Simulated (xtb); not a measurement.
CH₄SZn, SMILES C[S][ZnH]. All values are semi-empirical tight-binding results from xtb (GFN2-xTB unless named), good for trends rather than for accurate numbers. The structure is a stationary point at GFN2-xTB.

Optimised geometry:

```xyz
7

Zn    -0.1297     0.1501     1.0215
H     -1.2204     0.9437     1.7065
S      0.7037    -0.5494    -0.9291
C     -0.6005     0.3168    -1.8772
H     -1.1467    -0.4270    -2.4510
H     -0.1126     1.0137    -2.5528
H     -1.2879     0.8578    -1.2198
```
Charge 0, spin multiplicity 1.

For metal compounds this method's bond lengths and energies can be far off.

Computed properties:
```yaml
point_group_as_xtb_finds_it: Cs
orbital_gap: 3.48 eV
zero_point_energy: 26.3 kcal/mol
G − E(el) at 298.15 K (modified RRHO): 7.4 kcal/mol
```

Computed atomic charges and the Wiberg bond orders between heavy atoms:
charges (e) Zn1 0.28, H2 -0.07, S3 -0.33, C4 -0.03, H5 0.06, H6 0.06, H7 0.04. Bond orders Zn1–S3 0.86, S3–C4 1.00.
